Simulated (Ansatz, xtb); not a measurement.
**Two isomers of C5H8FNO**

We compare X, `O=C1CC[C@H](F)CN1`, a singlet, with Y, `O=C1NCCC[C@@H]1F`, a singlet. Both are isolated molecules in the gas phase, relaxed with B3LYP-D3(BJ)/def2-SVP; each stands in its lowest conformer found.

Quicker runs give these differences E(Y) − E(X): GFN2-xTB +2.8 kcal/mol; HF/STO-3G +3.5 kcal/mol (at GFN2-xTB geometries); r2SCAN-D4/def2-SVP +6.5 kcal/mol (at GFN2-xTB geometries).

Q: Estimate E(Y) − E(X) at the level CCSD(T)/def2-SVP + ΔMP2/def2-TZVPP.

A: Calculated at CCSD(T)/def2-SVP + ΔMP2/def2-TZVPP: E(Y) − E(X) = +5.9 kcal/mol, so structure X lies lower.

How the difference moves with the method:

```csv
level,geometry,E(Y) − E(X) (kcal/mol),departure from the last row (kcal/mol),"job, with rough time for the two"
GFN2-xTB,GFN2-xTB,+2.8,−3.1,"optimisation, 0.22 s"
HF/STO-3G,GFN2-xTB,+3.5,−2.3,"single point, 0.48 s"
r2SCAN-D4/def2-SVP,GFN2-xTB,+6.5,+0.6,"single point, 4.9 s"
B3LYP-D3(BJ)/def2-SVP,B3LYP-D3(BJ)/def2-SVP,+5.7,−0.2,"optimisation, 64 s"
HF/def2-SVP,B3LYP-D3(BJ)/def2-SVP,+7.5,+1.7,part of the CCSD(T) run
MP2/def2-SVP,B3LYP-D3(BJ)/def2-SVP,+5.9,0.0,part of the CCSD(T) run
CCSD(T)/def2-SVP,B3LYP-D3(BJ)/def2-SVP,+5.9,0.0,single point
CCSD(T)/def2-SVP + ΔMP2/def2-TZVPP,B3LYP-D3(BJ)/def2-SVP,+5.9,,"single point, 2.5 min"
```

As drawn, both hold the same kinds of bond in the same numbers.

None of the levels shown reverses the order. The largest departure from CCSD(T)/def2-SVP + ΔMP2/def2-TZVPP is that of GFN2-xTB, 3.1 kcal/mol. The last row adds to CCSD(T) the change of the MP2 difference between the two basis sets, here 0.0 kcal/mol.

With thermal terms from frequencies at re-optimised GFN2-xTB minima (ideal gas, soft modes damped towards free rotors, one conformer each, 298.15 K, 1 atm): the zero-point term adds +0.3 kcal/mol; ΔH is +6.2 and ΔG +6.4 kcal/mol.

The correlated steps freeze 8 core orbitals. Run with Ansatz 0.2.0, xtb 6.7.1; the last row on 4 threads of Arm Neoverse V1 on a shared host.
